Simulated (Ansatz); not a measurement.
Ansatz (an electronic-structure program) input (B3LYP/6-31G*):

Ansatz 0.2 input:
```yaml
crystal:
  periodic: [false, false, false]
  atoms:
    - {symbol: C, position_ang: [-0.40339138, 1.04416934, -0.09226074]}
    - {symbol: C, position_ang: [-1.19551910, -0.22370173, 0.08958779]}
    - {symbol: C, position_ang: [0.35753793, -0.04832897, -0.01418641]}
    - {symbol: O, position_ang: [1.42670776, -0.69959752, -0.00117104]}
    - {symbol: H, position_ang: [-0.52071304, 2.11941357, -0.20350207]}
    - {symbol: H, position_ang: [-1.77151233, -0.67646594, -0.74548799]}
    - {symbol: H, position_ang: [-1.67320143, -0.47899928, 1.05951456]}
basis:
  gaussian:
    orbitals: 6-31G*
hamiltonian:
  xc: {name: B3LYP}
total_charge: -1
phonons: {temperatures: {t_min: 298.15, t_max: 298.15, t_step: 100}}
```

Output:

```
Functional definition: B3LYP
integrals: 0.02 GiB planned
726 factors; integrals over basis functions are off by at most 3.5e-4 eV
mean field: 0.18 GiB planned
mean field evaluation 1: about -5202.5068 eV, gradient 3.0e1 eV
mean field evaluation 2: about -5201.2783 eV, gradient 4.0e1 eV
mean field evaluation 4: about -5204.4670 eV, gradient 1.8e0 eV
mean field evaluation 8: about -5204.4733 eV, gradient 6.5e-2 eV
mean field -5204.47327462 eV, -191.2608651237 hartree, gradient 3.7e-5 eV, S^2 0.000000; 0 other end points of the search recorded, 0 dependent functions left out
the calculation of the forces begins
reference -5204.47345876 eV, -191.2608718908 hartree; 15, 15 occupied and 51, 51 virtual orbitals, 726 factors
these checks for a lower state are left out or cut short: stability, starts, cluster_reference, orbital_swaps, neighbouring_geometries, increment
integrals: 0.02 GiB planned
726 factors; integrals over basis functions are off by at most 3.5e-4 eV
mean field: 0.18 GiB planned
mean field evaluation 16: about -5204.4739 eV, gradient 1.9e-1 eV
mean field -5204.47301921 eV, -191.2608557373 hartree, gradient 2.8e-6 eV, S^2 0.000000; 0 other end points of the search recorded, 0 dependent functions left out
the calculation of the forces begins
reference -5204.47320325 eV, -191.2608625008 hartree; 15, 15 occupied and 51, 51 virtual orbitals, 726 factors
these checks for a lower state are left out or cut short: stability, starts, cluster_reference, orbital_swaps, neighbouring_geometries, increment
integrals: 0.02 GiB planned
726 factors; integrals over basis functions are off by at most 3.6e-4 eV
mean field: 0.18 GiB planned
mean field -5204.47300964 eV, -191.2608553856 hartree, gradient 2.1e-6 eV, S^2 0.000000; 0 other end points of the search recorded, 0 dependent functions left out
the calculation of the forces begins
reference -5204.47319387 eV, -191.2608621563 hartree; 15, 15 occupied and 51, 51 virtual orbitals, 726 factors
these checks for a lower state are left out or cut short: stability, starts, cluster_reference, orbital_swaps, neighbouring_geometries, increment
integrals: 0.02 GiB planned
726 factors; integrals over basis functions are off by at most 3.5e-4 eV
mean field: 0.19 GiB planned
mean field evaluation 32: about -5204.4732 eV, gradient 5.9e-5 eV
mean field -5204.47321271 eV, -191.2608628483 hartree, gradient 2.9e-6 eV, S^2 0.000000; 0 other end points of the search recorded, 0 dependent functions left out
the calculation of the forces begins
reference -5204.47339682 eV, -191.2608696144 hartree; 15, 15 occupied and 51, 51 virtual orbitals, 726 factors
these checks for a lower state are left out or cut short: stability, starts, cluster_reference, orbital_swaps, neighbouring_geometries, increment
integrals: 0.02 GiB planned
726 factors; integrals over basis functions are off by at most 3.5e-4 eV
mean field: 0.19 GiB planned
mean field -5204.47320613 eV, -191.2608626065 hartree, gradient 2.6e-6 eV, S^2 0.000000; 0 other end points of the search recorded, 0 dependent functions left out
the calculation of the forces begins
reference -5204.47339029 eV, -191.2608693745 hartree; 15, 15 occupied and 51, 51 virtual orbitals, 726 factors
these checks for a lower state are left out or cut short: stability, starts, cluster_reference, orbital_swaps, neighbouring_geometries, increment
integrals: 0.02 GiB planned
726 factors; integrals over basis functions are off by at most 3.5e-4 eV
mean field: 0.18 GiB planned
mean field -5204.47317626 eV, -191.2608615088 hartree, gradient 1.2e-6 eV, S^2 0.000000; 0 other end points of the search recorded, 0 dependent functions left out
the calculation of the forces begins
reference -5204.47336053 eV, -191.2608682808 hartree; 15, 15 occupied and 51, 51 virtual orbitals, 726 factors
these checks for a lower state are left out or cut short: stability, starts, cluster_reference, orbital_swaps, neighbouring_geometries, increment
integrals: 0.02 GiB planned
726 factors; integrals over basis functions are off by at most 3.5e-4 eV
mean field: 0.18 GiB planned
mean field -5204.47318473 eV, -191.2608618202 hartree, gradient 2.4e-6 eV, S^2 0.000000; 0 other end points of the search recorded, 0 dependent functions left out
the calculation of the forces begins
reference -5204.47336874 eV, -191.2608685823 hartree; 15, 15 occupied and 51, 51 virtual orbitals, 726 factors
these checks for a lower state are left out or cut short: stability, starts, cluster_reference, orbital_swaps, neighbouring_geometries, increment
integrals: 0.02 GiB planned
726 factors; integrals over basis functions are off by at most 3.5e-4 eV
mean field: 0.18 GiB planned
mean field -5204.47314473 eV, -191.2608603502 hartree, gradient 1.4e-6 eV, S^2 0.000000; 0 other end points of the search recorded, 0 dependent functions left out
[...]
mean field: 0.18 GiB planned
mean field -5204.47320576 eV, -191.2608625931 hartree, gradient 9.3e-7 eV, S^2 0.000000; 0 other end points of the search recorded, 0 dependent functions left out
the calculation of the forces begins
reference -5204.47338991 eV, -191.2608693605 hartree; 15, 15 occupied and 51, 51 virtual orbitals, 726 factors
these checks for a lower state are left out or cut short: stability, starts, cluster_reference, orbital_swaps, neighbouring_geometries, increment
integrals: 0.02 GiB planned
726 factors; integrals over basis functions are off by at most 3.5e-4 eV
mean field: 0.18 GiB planned
mean field -5204.47319631 eV, -191.2608622457 hartree, gradient 1.1e-6 eV, S^2 0.000000; 0 other end points of the search recorded, 0 dependent functions left out
the calculation of the forces begins
reference -5204.47338044 eV, -191.2608690124 hartree; 15, 15 occupied and 51, 51 virtual orbitals, 726 factors
these checks for a lower state are left out or cut short: stability, starts, cluster_reference, orbital_swaps, neighbouring_geometries, increment
integrals: 0.02 GiB planned
726 factors; integrals over basis functions are off by at most 3.5e-4 eV
mean field: 0.19 GiB planned
mean field -5204.47319186 eV, -191.2608620823 hartree, gradient 1.6e-6 eV, S^2 0.000000; 0 other end points of the search recorded, 0 dependent functions left out
the calculation of the forces begins
reference -5204.47337601 eV, -191.2608688496 hartree; 15, 15 occupied and 51, 51 virtual orbitals, 726 factors
these checks for a lower state are left out or cut short: stability, starts, cluster_reference, orbital_swaps, neighbouring_geometries, increment
integrals: 0.02 GiB planned
726 factors; integrals over basis functions are off by at most 3.6e-4 eV
mean field: 0.18 GiB planned
mean field -5204.47316755 eV, -191.2608611887 hartree, gradient 2.9e-6 eV, S^2 0.000000; 0 other end points of the search recorded, 0 dependent functions left out
the calculation of the forces begins
reference -5204.47335175 eV, -191.2608679581 hartree; 15, 15 occupied and 51, 51 virtual orbitals, 726 factors
these checks for a lower state are left out or cut short: stability, starts, cluster_reference, orbital_swaps, neighbouring_geometries, increment
integrals: 0.02 GiB planned
726 factors; integrals over basis functions are off by at most 3.5e-4 eV
mean field: 0.18 GiB planned
mean field evaluation 128: about -5204.4731 eV, gradient 8.9e-2 eV
mean field -5204.47317369 eV, -191.2608614144 hartree, gradient 1.8e-6 eV, S^2 0.000000; 0 other end points of the search recorded, 0 dependent functions left out
the calculation of the forces begins
reference -5204.47335777 eV, -191.2608681792 hartree; 15, 15 occupied and 51, 51 virtual orbitals, 726 factors
these checks for a lower state are left out or cut short: stability, starts, cluster_reference, orbital_swaps, neighbouring_geometries, increment
integrals: 0.02 GiB planned
726 factors; integrals over basis functions are off by at most 3.5e-4 eV
mean field: 0.19 GiB planned
mean field -5204.47326904 eV, -191.2608649186 hartree, gradient 1.4e-6 eV, S^2 0.000000; 0 other end points of the search recorded, 0 dependent functions left out
the calculation of the forces begins
reference -5204.47345317 eV, -191.2608716851 hartree; 15, 15 occupied and 51, 51 virtual orbitals, 726 factors
these checks for a lower state are left out or cut short: stability, starts, cluster_reference, orbital_swaps, neighbouring_geometries, increment
integrals: 0.02 GiB planned
726 factors; integrals over basis functions are off by at most 3.5e-4 eV
mean field: 0.19 GiB planned
mean field -5204.47326767 eV, -191.2608648681 hartree, gradient 1.7e-6 eV, S^2 0.000000; 0 other end points of the search recorded, 0 dependent functions left out
the calculation of the forces begins
reference -5204.47345182 eV, -191.2608716356 hartree; 15, 15 occupied and 51, 51 virtual orbitals, 726 factors
these checks for a lower state are left out or cut short: stability, starts, cluster_reference, orbital_swaps, neighbouring_geometries, increment
integrals: 0.02 GiB planned
726 factors; integrals over basis functions are off by at most 3.5e-4 eV
mean field: 0.19 GiB planned
mean field -5204.47324233 eV, -191.2608639370 hartree, gradient 9.9e-7 eV, S^2 0.000000; 0 other end points of the search recorded, 0 dependent functions left out
the calculation of the forces begins
reference -5204.47342642 eV, -191.2608707020 hartree; 15, 15 occupied and 51, 51 virtual orbitals, 726 factors
these checks for a lower state are left out or cut short: stability, starts, cluster_reference, orbital_swaps, neighbouring_geometries, increment
integrals: 0.02 GiB planned
726 factors; integrals over basis functions are off by at most 3.5e-4 eV
mean field: 0.19 GiB planned
mean field -5204.47324346 eV, -191.2608639785 hartree, gradient 1.3e-6 eV, S^2 0.000000; 0 other end points of the search recorded, 0 dependent functions left out
the calculation of the forces begins
reference -5204.47342766 eV, -191.2608707476 hartree; 15, 15 occupied and 51, 51 virtual orbitals, 726 factors
these checks for a lower state are left out or cut short: stability, starts, cluster_reference, orbital_swaps, neighbouring_geometries, increment
integrals: 0.02 GiB planned
726 factors; integrals over basis functions are off by at most 3.5e-4 eV
mean field: 0.18 GiB planned
mean field evaluation 160: about -5204.4733 eV, gradient 1.0e-5 eV
mean field -5204.47325148 eV, -191.2608642733 hartree, gradient 1.1e-6 eV, S^2 0.000000; 0 other end points of the search recorded, 0 dependent functions left out
the calculation of the forces begins
reference -5204.47343558 eV, -191.2608710387 hartree; 15, 15 occupied and 51, 51 virtual orbitals, 726 factors
these checks for a lower state are left out or cut short: stability, starts, cluster_reference, orbital_swaps, neighbouring_geometries, increment
integrals: 0.02 GiB planned
726 factors; integrals over basis functions are off by at most 3.5e-4 eV
mean field: 0.19 GiB planned
mean field -5204.47325100 eV, -191.2608642555 hartree, gradient 1.4e-6 eV, S^2 0.000000; 0 other end points of the search recorded, 0 dependent functions left out
the calculation of the forces begins
reference -5204.47343518 eV, -191.2608710242 hartree; 15, 15 occupied and 51, 51 virtual orbitals, 726 factors
these checks for a lower state are left out or cut short: stability, starts, cluster_reference, orbital_swaps, neighbouring_geometries, increment
integrals: 0.02 GiB planned
726 factors; integrals over basis functions are off by at most 3.5e-4 eV
mean field: 0.19 GiB planned
mean field -5204.47321579 eV, -191.2608629616 hartree, gradient 1.5e-6 eV, S^2 0.000000; 0 other end points of the search recorded, 0 dependent functions left out
the calculation of the forces begins
reference -5204.47339988 eV, -191.2608697269 hartree; 15, 15 occupied and 51, 51 virtual orbitals, 726 factors
these checks for a lower state are left out or cut short: stability, starts, cluster_reference, orbital_swaps, neighbouring_geometries, increment
integrals: 0.02 GiB planned
726 factors; integrals over basis functions are off by at most 3.5e-4 eV
mean field: 0.19 GiB planned
mean field -5204.47321336 eV, -191.2608628722 hartree, gradient 1.6e-6 eV, S^2 0.000000; 0 other end points of the search recorded, 0 dependent functions left out
the calculation of the forces begins
reference -5204.47339755 eV, -191.2608696411 hartree; 15, 15 occupied and 51, 51 virtual orbitals, 726 factors
Total energy: -5204.47345876 eV, -191.2608718908 hartree
Atom 0 at    -0.403391     1.044169    -0.092261 Å, force     0.001888     0.001930    -0.000314 eV/Å
Atom 1 at    -1.195519    -0.223702     0.089588 Å, force    -0.000329    -0.001576     0.000190 eV/Å
Atom 2 at     0.357538    -0.048329    -0.014186 Å, force    -0.002620     0.000720     0.000064 eV/Å
Atom 3 at     1.426708    -0.699598    -0.001171 Å, force     0.001182     0.000301    -0.000097 eV/Å
Atom 4 at    -0.520713     2.119414    -0.203502 Å, force     0.000378    -0.001436     0.000136 eV/Å
Atom 5 at    -1.771512    -0.676466    -0.745488 Å, force    -0.000220     0.000090     0.000552 eV/Å
Atom 6 at    -1.673201    -0.478999     1.059515 Å, force    -0.000279    -0.000028    -0.000531 eV/Å
Dipole moment:    -0.315141     0.182676    -0.002820 e Å
Vibrations: 207.94 460.70 605.53 716.33 916.00 956.82 985.83 1087.62 1137.46 1190.99 1536.06 1903.28 2861.50 2863.13 3146.57 cm⁻¹, zero-point energy 1.275534 eV
```

The blocks after the first are displaced geometries, from whose forces the wavenumbers follow.

The dipole moment of an ion depends on the origin.
